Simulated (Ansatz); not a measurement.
Problem. Name a neutral molecule of C, Ge, S, Si and H with HOMO energy (B3LYP/def2-TZVPP) between -7.20 and -6.90 eV and HOMO–LUMO gap (B3LYP/def2-TZVPP) between 6.05 and 6.35 eV (Ansatz, PBE0-D4/def2-TZVP geometry).

Solution. `C=C[SiH2][S][GeH3]` (-7.09 eV, 6.21 eV). Other molecules can fit too; these were computed, each in one conformer that needn't be the lowest.

B3LYP here is the variant with VWN-RPA as its local correlation; programs differ in this.
